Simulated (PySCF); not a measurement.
**Cr¹⁸⁺ (chromium, charge +18) across methods**

[He] 2s2 2p2, high-spin 3P determinant. All numbers are calculated (PySCF 2.14, the non-relativistic Hamiltonian (point nucleus), in an uncontracted even-tempered set (18 s from 3.4 bohr⁻², ratio 2.2; 11 p from 4.4 bohr⁻², ratio 2.2; 6 d from 20 bohr⁻², ratio 2.4; 5 f from 29 bohr⁻², ratio 2.4; 5 g from 44 bohr⁻², ratio 2.4)).

| method | E (hartree) | mean ε 2s α (eV) | mean ε 2s β (eV) | mean ε 2p α (eV) | Σ⟨r²⟩ (bohr²) | ⟨S²⟩ |
| --- | --- | --- | --- | --- | --- | --- |
| PBEsol | -787.918 | -1408.3 | -1390.2 | -1343.8 | 0.3211 | 2.000 |
| LDA | -786.795 | -1407.2 | -1389.3 | -1343.1 | 0.3215 | 2.000 |
| PBE | -788.786 | -1409.5 | -1391.6 | -1344.9 | 0.3209 | 2.000 |
| UHF | -788.81839 | -1459.0 | -1422.5 | -1392.1 | 0.3205 | 2.000 |
| PBE0 | -788.838 | -1422.1 | -1399.8 | -1357.0 | 0.3208 | 2.000 |
| r2SCAN | -788.957 | -1415.4 | -1393.3 | -1350.4 | 0.3206 | 2.000 |

(1) Estimate the same row for BLYP.

Answers

(1) E (hartree) = -789.027; mean ε 2s α (eV) = -1409.7; mean ε 2s β (eV) = -1391.7; mean ε 2p α (eV) = -1345.6; Σ⟨r²⟩ (bohr²) = 0.3208; ⟨S²⟩ = 2.000.
